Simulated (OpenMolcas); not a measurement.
## d9 ions of charge +2 down a group with 4 chloride ligands in tetrahedral coordination

- Program: OpenMolcas
- Method: SS-CASPT2, IPEA 0.25 Eh, imaginary shift 0.1 Eh
- Spin-orbit coupling: state interaction with AMFI integrals over the reference wave functions

The d shell is active; CASPT2 correlates the ligand valence shells and the outer metal core. Anionic complexes are neutralised by point charges behind the ligands. Distances were set from a Shannon-type radius of the metal (high-spin where two are listed) plus a fixed donor radius (Cl 1.76 Å). Ligand basis ANO-RCC-VDZP, DKH2 Hamiltonian. States (labels of Td). Energies in cm-1 above the lowest state or level, χT in cm3 K/mol; under a threefold ground state the first gap can be a small split of the lowest multiplet, not the spin-orbit step; 10Dq is the gap between the two states; 10Dq is negative for this site. Spin-only χT is S(S+1) / 2 for the spin of the ground state.

```
 Ion  Shell  R (Å)   Metal basis  Outer charge (e at Å behind ligand)  Ground state  First state of that spin   10Dq  First gap with spin-orbit (degeneracies)  χT at 300 K  Spin-only χT
Cu2+    3d9   2.33  ANO-RCC-VDZP                           0.5 at 3.2           2T2                   2E 3150  -3154                                880 (2, 4)        0.814         0.375
Ag2+    4d9   2.55  ANO-RCC-VDZP                           0.5 at 3.2           2T2                   2E 7080  -7084                               1710 (2, 4)        0.462         0.375
```

|10Dq| changes by a factor of 7084 / 3154 = 2.25 from Cu2+ to Ag2+.

χT departs most from the spin-only value for Cu2+, by +0.439 cm3 K/mol.

Over all roots computed the reference weight is 0.74 in Cu2+, 0.73 to 0.74 in Ag2+; a low but even weight reflects the number of correlated electrons. An orbital triplet at a regular site is open to Jahn-Teller coupling, which can distort the site and quench the lowest spin-orbit gaps and is left out. Ligand-to-metal charge-transfer states are missing. A single d shell leaves out the double-shell effect, which counts most for late 3d ions, where the CASPT2 field can be off either way by tens of per cent (holds for Cu2+). With one d shell and no ligand orbital active, 10Dq can be off by tens of per cent for divalent 3d ions, low with halides held by bare charges and at times high in hosts (holds for Cu2+). Free-ion shares, where given, are those of the reference states; single-state CASPT2 does not remix them (holds for Cu2+). With one d shell and no ligand orbital active, 10Dq can be off by a tenth or more (holds for Ag2+). No measured value stands beside these numbers; the geometry is a model, was not optimised and need not be the one that this ion takes.
